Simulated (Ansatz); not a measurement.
## Telling isomers of C3H6SSi apart by their spectra

These gas-phase data were calculated for one isomer of C3H6SSi at PBE0-D3(BJ)/def2-SVP (harmonic, unscaled wavenumbers; equilibrium rotational constants with average atomic masses):

- rotational constants: 12.21, 0.986, 0.9277 GHz
- all wavenumbers above 1500 cm⁻¹: 3109, 3052, 2670, 2311, 2254, 2249, 2233

Candidates:

(1) `C#C[C@@H]([SiH3])S`, a singlet
(2) `[SiH3]CC#CS`, a singlet

Problem. Assign the data to one candidate and say why.

Solution. Candidate (2). No mode falls between 3300 and 3560 cm⁻¹, where the ≡C–H stretch of (1) would stand.

The same quantities for all candidates:

```tsv
	rotational constants (GHz)	wavenumbers above 1500 cm⁻¹	E above the lowest, PBE0-D3(BJ)/def2-SVP (kcal/mol)
(1)	3.028, 2.814, 1.556	3491, 3078, 2703, 2269, 2258, 2245, 2233	7.0
(2)	12.21, 0.986, 0.9277	3109, 3052, 2670, 2311, 2254, 2249, 2233	0.0
```

Harmonic stretches to hydrogen usually lie a few per cent above observed fundamentals. Each candidate is one conformer. Programs: Ansatz 0.2.0.
